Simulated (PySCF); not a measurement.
PySCF job for C₂H₇BFNO, SMILES N(B(F)O)CC, TDDFT-M06-2X/def2-SVPD. Coordinates come from a PBE-D3(BJ)/def2-SVP optimisation. This is a generated structure with no PubChem entry under its InChIKey; it may be hypothetical. The values are those of a single conformer.

```python
import numpy as np
from pyscf import gto, scf, dft, tdscf

mol = gto.M(
    atom='''
    C    -2.47246842   -0.47630646    0.15712880
    C    -1.36509698    0.52730946    0.48810106
    N    -0.25498706    0.49353955   -0.44657417
    B     1.04591099    0.01299328   -0.18397932
    O     1.99673724   -0.01659567   -1.17724958
    F     1.36406139   -0.41895710    1.06611386
    H    -2.08031253   -1.51345668    0.16867960
    H    -2.89700781   -0.28825384   -0.85155139
    H    -3.30445861   -0.40964430    0.88796383
    H    -0.95727594    0.31760855    1.49748715
    H    -1.79731304    1.55359074    0.53621975
    H    -0.47277484    0.78331575   -1.40154238
    H     2.83943943   -0.36554219   -0.83974783
    ''',
    basis='def2-SVPD',
    charge=0,
    spin=0,
    max_memory=1600,
    verbose=4,
)
mf = dft.RKS(mol, xc='m06-2x').density_fit(auxbasis='def2-universal-jkfit')
mf.grids.level = 4
mf.conv_tol = 1e-9
mf.max_cycle = 100
mf.kernel()
mf.grids = dft.Grids(mol).set(level=2).build(with_non0tab=True)  # coarser grid for the response kernel
td = tdscf.TDDFT(mf)
td.singlet = True
td.nstates = 10
td.conv_tol = 1e-4
td.positive_eig_threshold = 1e-6
td.kernel(x0=td.get_init_guess(mf, 15))
td.analyze()
tt = tdscf.TDA(mf)
tt.singlet = False
tt.nstates = 4
tt.conv_tol = 1e-4
tt.positive_eig_threshold = 1e-6
tt.kernel(x0=tt.get_init_guess(mf, 9))
tt.analyze(verbose=3)
```

It prints:

```
PySCF version 2.14.0

[INPUT] verbose = 4
[INPUT] num. atoms = 13
[INPUT] num. electrons = 48
[INPUT] charge = 0
[INPUT] spin (= nelec alpha-beta = 2S) = 0
[INPUT] symmetry False subgroup None
[INPUT] Mole.unit = angstrom
[INPUT] Symbol           X                Y                Z      unit          X                Y                Z       unit  Magmom
[INPUT]  1 C     -2.472468420000  -0.476306460000   0.157128800000 AA   -4.672288165436  -0.900088760761   0.296930398282 Bohr   0.0
[INPUT]  2 C     -1.365096980000   0.527309460000   0.488101060000 AA   -2.579659425671   0.996470462292   0.922377324510 Bohr   0.0
[INPUT]  3 N     -0.254987060000   0.493539550000  -0.446574170000 AA   -0.481855708708   0.932654581141  -0.843902875605 Bohr   0.0
[INPUT]  4 B      1.045910990000   0.012993280000  -0.183979320000 AA    1.976485321773   0.024553740660  -0.347670527384 Bohr   0.0
[INPUT]  5 O      1.996737240000  -0.016595670000  -1.177249580000 AA    3.773286526320  -0.031361271154  -2.224679286459 Bohr   0.0
[INPUT]  6 F      1.364061390000  -0.418957100000   1.066113860000 AA    2.577702444194  -0.791714176942   2.014663213003 Bohr   0.0
[INPUT]  7 H     -2.080312530000  -1.513456680000   0.168679600000 AA   -3.931220935201  -2.860018626594   0.318758246801 Bohr   0.0
[INPUT]  8 H     -2.897007810000  -0.288253840000  -0.851551390000 AA   -5.474551341626  -0.544720811954  -1.609198908093 Bohr   0.0
[INPUT]  9 H     -3.304458610000  -0.409644300000   0.887963830000 AA   -6.244521762861  -0.774115535489   1.678008447220 Bohr   0.0
[INPUT] 10 H     -0.957275940000   0.317608550000   1.497487150000 AA   -1.808989352236   0.600193174320   2.829840588555 Bohr   0.0
[INPUT] 11 H     -1.797313040000   1.553590740000   0.536219750000 AA   -3.396429405709   2.935861008260   1.013308470083 Bohr   0.0
[INPUT] 12 H     -0.472774840000   0.783315750000  -1.401542380000 AA   -0.893414966185   1.480252236558  -2.648531250171 Bohr   0.0
[INPUT] 13 H      2.839439430000  -0.365542190000  -0.839747830000 AA    5.365762869991  -0.690774626074  -1.586893412398 Bohr   0.0

nuclear repulsion = 232.984960623532
number of shells = 78
number of NR pGTOs = 256
number of NR cGTOs = 182
basis = def2-SVPD
ecp = {}


[settings echo left out]
init E= -335.449830359542
  HOMO = -0.298549718752156  LUMO = -0.0153445614708656  gap/eV = 7.70640
cycle= 1 E= -334.809312401705  delta_E= 0.641  |g|= 0.653  |ddm|= 4.86
  HOMO = -0.281794471445557  LUMO = 0.0158244016409732  gap/eV = 8.09862
cycle= 2 E= -334.809714481727  delta_E= -0.000402  |g|= 0.699  |ddm|= 1.58
  HOMO = -0.317571254544912  LUMO = 0.0123300159219193  gap/eV = 8.97707
cycle= 3 E= -334.893691841045  delta_E= -0.084  |g|= 0.053  |ddm|= 0.692
  HOMO = -0.321855540201938  LUMO = 0.0126955918448965  gap/eV = 9.10360
cycle= 4 E= -334.894115705661  delta_E= -0.000424  |g|= 0.0306  |ddm|= 0.0946
  HOMO = -0.318235943199719  LUMO = 0.0126453136803271  gap/eV = 9.00374
cycle= 5 E= -334.894292453254  delta_E= -0.000177  |g|= 0.00644  |ddm|= 0.0372
  HOMO = -0.318687034437122  LUMO = 0.0125765525037069  gap/eV = 9.01414
cycle= 6 E= -334.894300461878  delta_E= -8.01e-06  |g|= 0.00124  |ddm|= 0.00949
  HOMO = -0.318695378032609  LUMO = 0.0125759106032728  gap/eV = 9.01435
cycle= 7 E= -334.894300812577  delta_E= -3.51e-07  |g|= 0.000421  |ddm|= 0.00248
  HOMO = -0.318685129642432  LUMO = 0.0125811025426357  gap/eV = 9.01421
cycle= 8 E= -334.894300860161  delta_E= -4.76e-08  |g|= 6.55e-05  |ddm|= 0.000806
  HOMO = -0.318681546011822  LUMO = 0.012582541760187  gap/eV = 9.01415
cycle= 9 E= -334.894300861521  delta_E= -1.36e-09  |g|= 1.86e-05  |ddm|= 0.000166
  HOMO = -0.318683113433734  LUMO = 0.0125823405497263  gap/eV = 9.01419
cycle= 10 E= -334.894300861635  delta_E= -1.14e-10  |g|= 5.79e-06  |ddm|= 6.56e-05
  HOMO = -0.318682294964188  LUMO = 0.0125825402402659  gap/eV = 9.01418
Extra cycle  E= -334.894300861638  delta_E= -3.52e-12  |g|= 5.08e-06  |ddm|= 1.65e-05
converged SCF energy = -334.894300861638
tot grids = 105032
Overwritten attributes  positive_eig_threshold  of <class 'pyscf.tdscf.rks.TDDFT'>


******** <class 'pyscf.tdscf.rks.TDDFT'> for <class 'pyscf.df.df_jk.DFRKS'> ********
nstates = 10 singlet
deg_eia_thresh = 1.000e-03
wfnsym = None
conv_tol = 0.0001
eigh lindep = 1e-12
eigh level_shift = 0
eigh max_cycle = 100


Excitation energies (eV)
[6.57420794 7.47066747 7.94592818 8.29333423 8.59605688 8.80481962
 9.14829107 9.24096567 9.313839   9.57538538]

** Singlet excitation energies and oscillator strengths **
Excited State   1:      6.57421 eV    188.59 nm  f=0.0064
      24 -> 25        0.64845
      24 -> 26        0.17977
      24 -> 28        0.13859
Excited State   2:      7.47067 eV    165.96 nm  f=0.0124
      24 -> 25       -0.22984
      24 -> 26        0.57332
      24 -> 28        0.24064
      24 -> 30       -0.11407
Excited State   3:      7.94593 eV    156.03 nm  f=0.0335
      24 -> 26       -0.27987
      24 -> 27       -0.13039
      24 -> 28        0.59773
      24 -> 34       -0.10480
Excited State   4:      8.29333 eV    149.50 nm  f=0.0206
      24 -> 26       -0.16271
      24 -> 27        0.65915
      24 -> 29        0.11951
Excited State   5:      8.59606 eV    144.23 nm  f=0.1408
      21 -> 25        0.12765
      24 -> 28       -0.11672
      24 -> 29        0.59677
      24 -> 31       -0.14642
      24 -> 32        0.10609
      24 -> 33       -0.14977
Excited State   6:      8.80482 eV    140.81 nm  f=0.1901
      24 -> 29       -0.13967
      24 -> 30        0.42529
      24 -> 31       -0.22809
      24 -> 32        0.21730
      24 -> 33       -0.37304
Excited State   7:      9.14829 eV    135.53 nm  f=0.0048
      23 -> 25        0.55021
      23 -> 26        0.38295
Excited State   8:      9.24097 eV    134.17 nm  f=0.0018
      21 -> 25       -0.22099
      22 -> 25       -0.22601
      24 -> 26       -0.12452
      24 -> 28       -0.10501
      24 -> 30       -0.39125
      24 -> 31       -0.22960
      24 -> 32        0.33633
Excited State   9:      9.31384 eV    133.12 nm  f=0.0150
      21 -> 25        0.34246
      21 -> 26       -0.11920
      22 -> 25        0.32914
      23 -> 26       -0.10573
      24 -> 29       -0.23546
      24 -> 30       -0.16275
      24 -> 32        0.24554
      24 -> 35       -0.12092
Excited State  10:      9.57539 eV    129.48 nm  f=0.0385
      24 -> 30        0.22778
      24 -> 31        0.26272
      24 -> 32        0.44358
      24 -> 33        0.26272
      24 -> 34       -0.20641
      24 -> 35       -0.16841

** Transition electric dipole moments (AU) **
state          X           Y           Z        Dip. S.      Osc.
  1        -0.1446     -0.1372     -0.0042      0.0397      0.0064
  2        -0.2568     -0.0408      0.0195      0.0680      0.0124
  3         0.3581     -0.1099     -0.1783      0.1721      0.0335
  4         0.1438      0.2744      0.0732      0.1013      0.0206
  5        -0.6508      0.4591      0.1852      0.6687      0.1408
  6        -0.9366     -0.0542     -0.0323      0.8812      0.1901
  7         0.0042      0.1126     -0.0927      0.0213      0.0048
  8        -0.0439     -0.0249     -0.0744      0.0081      0.0018
  9         0.1345      0.2147      0.0401      0.0658      0.0150
 10         0.4020     -0.0155      0.0458      0.1639      0.0385

** Transition velocity dipole moments (imaginary part, AU) **
state          X           Y           Z        Dip. S.      Osc.
  1        -0.0388     -0.0445     -0.0047      0.0035      0.0097
  2        -0.0731     -0.0100      0.0056      0.0055      0.0133
  3         0.1067     -0.0345     -0.0541      0.0155      0.0354
  4         0.0460      0.0896      0.0233      0.0107      0.0234
  5        -0.2091      0.1567      0.0614      0.0720      0.1520
  6        -0.3130     -0.0229     -0.0115      0.0986      0.2032
  7        -0.0002      0.0423     -0.0330      0.0029      0.0057
  8        -0.0175     -0.0071     -0.0258      0.0010      0.0020
  9         0.0464      0.0778      0.0165      0.0085      0.0165
 10         0.1476      0.0060      0.0176      0.0221      0.0419

** Transition magnetic dipole moments (imaginary part, AU) **
state          X           Y           Z
  1         0.3416     -0.0412     -0.1778
  2         0.3188     -0.1484      0.3451
  3        -0.1276      0.2636     -0.0649
  4         0.1464     -0.1813      0.6042
  5        -0.2622     -0.0512     -0.2688
  6        -0.2347     -0.3909     -0.4098
  7        -0.6285     -0.0572      0.4846
  8         0.2457     -0.1837      0.1292
  9        -0.0462      0.0976     -0.6307
 10        -0.1371     -0.1559      0.0964
Overwritten attributes  positive_eig_threshold  of <class 'pyscf.tdscf.rks.TDA'>


******** <class 'pyscf.tdscf.rks.TDA'> for <class 'pyscf.df.df_jk.DFRKS'> ********
nstates = 4 triplet
deg_eia_thresh = 1.000e-03
wfnsym = None
conv_tol = 0.0001
eigh lindep = 1e-12
eigh level_shift = 0
eigh max_cycle = 100


Excitation energies (eV)
[6.48909444 7.31806482 7.41395601 7.87960326]

** Triplet excitation energies and oscillator strengths **
Excited State   1:      6.48909 eV    191.07 nm  f=0.0000
Excited State   2:      7.31806 eV    169.42 nm  f=0.0000
Excited State   3:      7.41396 eV    167.23 nm  f=0.0000
Excited State   4:      7.87960 eV    157.35 nm  f=0.0000
```

Self-consistency was reached.
